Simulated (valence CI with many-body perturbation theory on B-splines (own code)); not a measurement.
Results of a calculation; reference values are marked as such.
## Level structure of La XLV

Level of theory: configuration interaction combined with many-body perturbation theory (CI+MBPT): three valence electrons over a frozen Dirac-Fock core [Ne], radial functions for each j: 11 s, 11 p, 10 d, 8 f, 5 g, 2 h, with the one-electron correlation potential Σ1, the two-electron term Σ2, the three-electron term Σ3, Breit, model QED; selected CI, second order for the rest, scaled by the run's own slope (own B-spline code, finite nucleus).

The last digits are not significant, and no measured levels were compared; by estimate large intervals hold to a few tenths of a per cent, small ones and those within an open d or f shell to about a per cent.

Levels 46 to 90 of 157, with energies above the lowest level, (3s^2 3p1/2) J=1/2. "Leading %" is the weight of the configuration and term that name the level; weights of strongly mixed levels are sums over their largest components and can fall short, so below about 35 % the name and the second component can differ from the true leading terms, or belong to a minority configuration. In the jj column 3d3/2^4 stands for four electrons in 3d with j = 3/2.

| No. | Configuration | Term | J | E (Ry) | Leading % | g | Second component | Leading jj |
| --- | --- | --- | --- | --- | --- | --- | --- | --- |
| 46 | 3p2 3d | 2G | 7/2 | 43.095 | 40 | 1.060 | 30 % 3p2 3d 2F | 3p1/2 3p3/2 3d3/2 (88 %) |
| 47 | 3p2 3d | 2D | 3/2 | 44.401 | 41 | 1.093 | 16 % 3p2 3d 2P | 3p1/2 3p3/2 3d3/2 (83 %) |
| 48 | 3p2 3d | 4P | 5/2 | 44.443 | 32 | 1.220 | 24 % 3p2 3d 4F | 3p1/2 3p3/2 3d3/2 (69 %) |
| 49 | 3p2 3d | 4D | 7/2 | 44.515 | 44 | 1.295 | 38 % 3p2 3d 4F | 3p1/2 3p3/2 3d5/2 (98 %) |
| 50 | 3p2 3d | 4P | 1/2 | 44.694 | 37 | 1.725 | 29 % 3p2 3d 2P | 3p1/2 3p3/2 3d3/2 (88 %) |
| 51 | 3p2 3d | 2G | 9/2 | 44.990 | 56 | 1.189 | 38 % 3p2 3d 4F | 3p1/2 3p3/2 3d5/2 (94 %) |
| 52 | 3p2 3d | 2P | 3/2 | 45.163 | 48 | 1.405 | 30 % 3p2 3d 4P | 3p1/2 3p3/2 3d5/2 (87 %) |
| 53 | 3p2 3d | 2D | 5/2 | 45.359 | 41 | 1.163 | 28 % 3p2 3d 4D | 3p1/2 3p3/2 3d5/2 (85 %) |
| 54 | 3p2 3d | 2F | 7/2 | 46.015 | 44 | 1.078 | 28 % 3p2 3d 2G | 3p1/2 3p3/2 3d5/2 (76 %) |
| 55 | 3s 3d2 | 4F | 3/2 | 46.296 | 81 | 0.500 | 10 % 3s 3d2 2D | 3s 3d3/2^2 (83 %) |
| 56 | 3p2 3d | 2F | 5/2 | 46.390 | 38 | 1.155 | 28 % 3p2 3d 2D | 3p1/2 3p3/2 3d5/2 (78 %) |
| 57 | 3p2 3d | 2P | 1/2 | 46.784 | 51 | 1.182 | 32 % 3p2 3d 2S | 3p1/2 3p3/2 3d5/2 (87 %) |
| 58 | 3s 3d2 | 4F | 5/2 | 46.834 | 72 | 1.061 | 12 % 3s 3d2 2D | 3s 3d3/2^2 (67 %) |
| 59 | 3p2 3d | 2D | 3/2 | 46.938 | 59 | 0.883 | 10 % 3p2 3d 2P | 3p1/2 3p3/2 3d5/2 (83 %) |
| 60 | 3s 3d2 | 4P | 1/2 | 47.832 | 79 | 2.494 | 12 % 3s 3d2 2S | 3s 3d3/2^2 (75 %) |
| 61 | 3s 3d2 | 4F | 7/2 | 47.968 | 94 | 1.225 |  | 3s 3d3/2 3d5/2 (87 %) |
| 62 | 3s 3d2 | 4P | 5/2 | 48.418 | 34 | 1.266 | 26 % 3s 3d2 2D | 3s 3d3/2 3d5/2 (81 %) |
| 63 | 3s 3d2 | 4P | 3/2 | 48.636 | 86 | 1.600 | 9 % 3s 3d2 2D | 3s 3d3/2 3d5/2 (97 %) |
| 64 | 3s 3d2 | 4F | 9/2 | 48.664 | 68 | 1.264 | 28 % 3s 3d2 2G | 3s 3d3/2 3d5/2 (70 %) |
| 65 | 3s 3d2 | 2G | 7/2 | 49.243 | 59 | 1.006 | 25 % 3s 3d2 2F | 3s 3d3/2 3d5/2 (84 %) |
| 66 | 3s 3d2 | 2D | 3/2 | 49.293 | 44 | 1.095 | 20 % 3s 3d2 2P | 3s 3d3/2 3d5/2 (66 %) |
| 67 | 3s 3d2 | 2F | 5/2 | 49.298 | 43 | 1.190 | 38 % 3s 3d2 4P | 3s 3d3/2 3d5/2 (71 %) |
| 68 | 3s 3d2 | 2P | 1/2 | 49.682 | 48 | 1.162 | 15 % 3p2 3d 4P | 3s 3d3/2 3d5/2 (55 %) |
| 69 | 3s 3d2 | 2G | 9/2 | 50.094 | 59 | 1.195 | 31 % 3s 3d2 4F | 3s 3d5/2^2 (71 %) |
| 70 | 3s 3d2 | 2F | 7/2 | 50.698 | 33 | 1.126 | 29 % 3s 3d2 2G | 3s 3d5/2^2 (61 %) |
| 71 | 3s 3d2 | 2D | 5/2 | 50.765 | 50 | 1.247 | 25 % 3s 3d2 4P | 3s 3d5/2^2 (85 %) |
| 72 | 3s 3d2 | 2P | 3/2 | 51.313 | 47 | 1.175 | 26 % 3s 3d2 2D | 3s 3d5/2^2 (71 %) |
| 73 | 3p2 3d | 2D | 3/2 | 51.939 | 43 | 1.029 | 14 % 3p2 3d 4P | 3p3/2^2 3d3/2 (84 %) |
| 74 | 3s 3d2 | 2S | 1/2 | 52.048 | 58 | 1.646 | 25 % 3p2 3d 2P | 3s 3d5/2^2 (60 %) |
| 75 | 3p2 3d | 2D | 5/2 | 52.306 | 27 | 1.183 | 19 % 3p2 3d 2F | 3p3/2^2 3d3/2 (74 %) |
| 76 | 3p2 3d | 2F | 7/2 | 52.770 | 60 | 1.062 | 27 % 3p2 3d 2G | 3p3/2^2 3d3/2 (80 %) |
| 77 | 3p2 3d | 2P | 1/2 | 52.952 | 32 | 1.367 | 30 % 3p2 3d 4P | 3p3/2^2 3d3/2 (70 %) |
| 78 | 3p2 3d | 4F | 9/2 | 53.002 | 49 | 1.213 | 43 % 3p2 3d 2G | 3p3/2^2 3d5/2 (90 %) |
| 79 | 3p2 3d | 2F | 7/2 | 53.481 | 38 | 1.203 | 26 % 3s 3d2 2F | 3p3/2^2 3d5/2 (65 %) |
| 80 | 3p 3d2 | 4G° | 5/2 | 53.600 | 60 | 0.710 | 32 % 3p 3d2 2F° | 3p1/2 3d3/2^2 (98 %) |
| 81 | 3p2 3d | 2D | 3/2 | 53.618 | 64 | 0.925 | 9 % 3p2 3d 2P | 3p3/2^2 3d3/2 (86 %) |
| 82 | 3p2 3d | 2S | 1/2 | 54.287 | 32 | 1.545 | 21 % 3p2 3d 2P | 3p3/2^2 3d5/2 (64 %) |
| 83 | 3p2 3d | 2D | 5/2 | 54.552 | 78 | 1.199 | 13 % 3p2 3d 4D | 3p3/2^2 3d5/2 (97 %) |
| 84 | 3p2 3d | 2D | 5/2 | 55.562 | 50 | 1.109 | 35 % 3p2 3d 2F | 3p3/2^2 3d5/2 (84 %) |
| 85 | 3p2 3d | 2P | 3/2 | 55.598 | 46 | 1.183 | 25 % 3p2 3d 2D | 3p3/2^2 3d5/2 (81 %) |
| 86 | 3p 3d2 | 4F° | 3/2 | 55.672 | 47 | 0.677 | 32 % 3p 3d2 2D° | 3p1/2 3d3/2^2 (85 %) |
| 87 | 3p 3d2 | 4D° | 1/2 | 55.701 | 49 | 0.643 | 32 % 3p 3d2 2P° | 3p1/2 3d3/2^2 (94 %) |
| 88 | 3p 3d2 | 4G° | 7/2 | 55.728 | 65 | 1.009 | 11 % 3p 3d2 4F° | 3p1/2 3d3/2 3d5/2 (97 %) |
| 89 | 3p 3d2 | 2D° | 5/2 | 56.014 | 27 | 1.065 | 20 % 3p 3d2 4F° | 3p1/2 3d3/2 3d5/2 (98 %) |
| 90 | 3p 3d2 | 4D° | 3/2 | 56.457 | 42 | 1.191 | 17 % 3p 3d2 2D° | 3p1/2 3d3/2 3d5/2 (87 %) |
